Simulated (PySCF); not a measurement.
Choosing a molecule for a target property.

All species are isolated and taken at one optimised geometry, non-relativistic unless stated; the electronic structure was computed with PySCF and density fitting.

Dipoles, sizes and rotational constants follow the conformer. The torsions of the flexible species, by atom-mapped SMILES:
- `[CH3:1][CH:2]([CH3:3])[O:4][GaH2:5]`: C1–C2–O4–Ga5 -63°
- `[N:1]#[C:2][C@@H:3]1[CH2:4][Si@@H:5]1[CH2:6][SiH3:7]`: C4–Si5–C6–Si7 -136°
- `[N:1]#[C:2][CH2:3][C:4]1=[CH:5][CH2:6]1`: C2–C3–C4–C5 0°
- `[N:1]#[C:2][Si@@H:3]([SiH3:4])[CH:5]1[CH2:6][CH2:7]1`: C2–Si3–C5–C6 84°

The conformers of `N#C[C@@H]1CC[SiH2][SiH2]1` aren't listed.

Question: Wanted: lowest singlet excitation between 5.6 eV and 6.2 eV (TDDFT PBE0/def2-SVPD) and lowest triplet excitation (Tamm–Dancoff) above 4.5 eV (TDA PBE0/def2-SVPD), at PBE0-D3(BJ)/def2-SVP geometries. Which candidate meets both?
A. `N#C[C@@H]1C[Si@@H]1C[SiH3]`
B. `C(C)(C)[O][GaH2]`
C. `N#CCC1=CC1`
D. `C1[C@@H](C#N)[SiH2][SiH2]C1`

Answer: A. Computed values:
```
                    species  lowest singlet excitation  lowest triplet excitation (Tamm–Dancoff)
           C(C)(C)[O][GaH2]                    5.11 eV                                   4.86 eV
 N#C[C@@H]1C[Si@@H]1C[SiH3]                    6.05 eV                                   4.97 eV
C1[C@@H](C#N)[SiH2][SiH2]C1                    6.33 eV                                   5.63 eV
                 N#CCC1=CC1                    6.44 eV                                   4.10 eV
```

Question: Wanted: vertical ionisation energy above 9.5 eV (ΔSCF PBE0/def2-SVPD) and electronic spatial extent ⟨r²⟩ about the centre of nuclear charge above 1000 bohr² (PBE0/def2-SVPD), at PBE0-D3(BJ)/def2-SVP geometries. Which candidate meets both?
A. `N#C[C@@H]1C[Si@@H]1C[SiH3]`
B. `[SiH3][SeH]`
C. `CC(C)[O][GaH2]`
D. `N#C[Si@@H]([SiH3])C1CC1`

Answer: D. Computed values:
```
                   species  vertical ionisation energy  electronic spatial extent ⟨r²⟩ about the centre of nuclear charge
N#C[C@@H]1C[Si@@H]1C[SiH3]                     9.16 eV                                                         1287 bohr²
               [SiH3][SeH]                     9.36 eV                                                          338 bohr²
            CC(C)[O][GaH2]                     9.65 eV                                                          811 bohr²
   N#C[Si@@H]([SiH3])C1CC1                     9.97 eV                                                         1406 bohr²
```

Question: Wanted: HOMO energy between -7.8 eV and -7.6 eV (PBE0/def2-SVPD) and static isotropic polarisability below 105 au (PBE0/def2-SVPD), at PBE0-D3(BJ)/def2-SVP geometries. Which candidate meets both?
A. `C(C)(C)[O][GaH2]`
B. `N#C[Si@@H]([SiH3])C1CC1`
C. `C1C[C@H]([SiH2][SiH2]1)C#N`
D. `N#CCC1=CC1`

Answer: A. Computed values:
| species | HOMO energy | static isotropic polarisability |
| --- | --- | --- |
| N#C[Si@@H]([SiH3])C1CC1 | -8.27 eV | 106.5 au |
| C1C[C@H]([SiH2][SiH2]1)C#N | -7.97 eV | 104.0 au |
| C(C)(C)[O][GaH2] | -7.72 eV | 71.3 au |
| N#CCC1=CC1 | -7.52 eV | 59.9 au |

Question: Wanted: HOMO–LUMO gap above 6.9 eV (PBE0/def2-SVPD) and smallest rotational constant above 1.3 GHz (PBE0-D3(BJ)/def2-SVP), at PBE0-D3(BJ)/def2-SVP geometries. Which candidate meets both?
A. `N#C[C@@H]1C[Si@@H]1C[SiH3]`
B. `[SiH3][SeH]`
C. `C1=C(C1)CC#N`
D. `CC(C)[O][GaH2]`

Answer: C. Computed values:
```
                   species  HOMO–LUMO gap  smallest rotational constant
            CC(C)[O][GaH2]        6.52 eV                     1.584 GHz
               [SiH3][SeH]        6.77 eV                     3.952 GHz
N#C[C@@H]1C[Si@@H]1C[SiH3]        6.97 eV                     0.934 GHz
              C1=C(C1)CC#N        7.27 eV                     1.795 GHz
```
